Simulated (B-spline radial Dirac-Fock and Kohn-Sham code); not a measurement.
2p3/2 emission of Zn⁴⁺

System: Zn⁴⁺ in the configuration 1s2 2s2 2p6 3s2 3p6 3d8.

Model: independent-particle rates on relativistic LDA orbitals of the hole state (multipoles up to L = 3, Coulomb Auger matrix elements, transition energies from Dirac-Fock). Program: an atomic code on a B-spline grid.

```tsv
line	multipole	energy (eV)	width (meV)	share (%)
Lℓ (L3-M1)	E1	884.4	0.364	5.04
Lα2 (L3-M4)	E1	1020.3	0.690	9.57
Lα1 (L3-M5)	E1	1020.7	6.16	85.4
```

The listed lines hold 100.0 % of the radiative rate. The radiative width is 0.00721 eV in the length form and 0.00746 eV in the velocity form; the two differ because the transition energies are not eigenvalue differences of the potential that gave the orbitals.

Values without a named source are computed, but for edge energies of neutral atoms, which are taken from tables.
